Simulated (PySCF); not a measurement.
Ge(SH)2, SMILES [SH][Ge][SH] at its PBE0/def2-SVP optimised geometry (Å):

```
5

Ge    -0.4087    -0.4444     0.0000
S     -0.5578     1.7940     0.0000
H     -1.9095     1.7790     0.0015
S      1.8347    -0.4444     0.0000
H      1.9095    -1.7940    -0.0030
```

Computed with PBE0/def2-TZVP in PySCF 2.14.0. Cells within 0.4 Å of a nucleus heavier than hydrogen are left out (blank, or x).

Map of the Laplacian of the electron density (e/bohr⁵), clipped to [-1.50, 1.50] on the plane z = 0.0 Å:

```
|55555555555555555555555555555|
|55555555555555555555555555555|
|55555555555555555555555555555|
|55555555555555555555555555555|
|55555555555555555555555555555|
|55555555555444555555555555555|
|55555555554898355555555555555|
|55555552335xxx645555555555555|
|55555550037xxx945555555555555|
|555555544449x9455555555555555|
|55555555555443455555555555555|
|55555555555444555555555555555|
|55555555555555555555555555555|
|55555555555699755554444555555|
|55555555556999975546994455555|
|555555555599xx995439xx9455555|
|555555555599xx995439xx9455555|
|55555555556999975548996455555|
|55555555555699755554334555555|
|55555555555555555555334555555|
|55555555555555555555004555555|
|55555555555555555555425555555|
|55555555555555555555555555555|
|55555555555555555555555555555|
|55555555555555555555555555555|
|55555555555555555555555555555|
|55555555555555555555555555555|
|55555555555555555555555555555|
|55555555555555555555555555555|
```
Scale: ten equal steps from -1.50 (start of '0') to 1.50 (end of '9'), in the order '0123456789'; x runs from -4.00 to 4.00, y from -4.00 (bottom) to 4.00 (top).
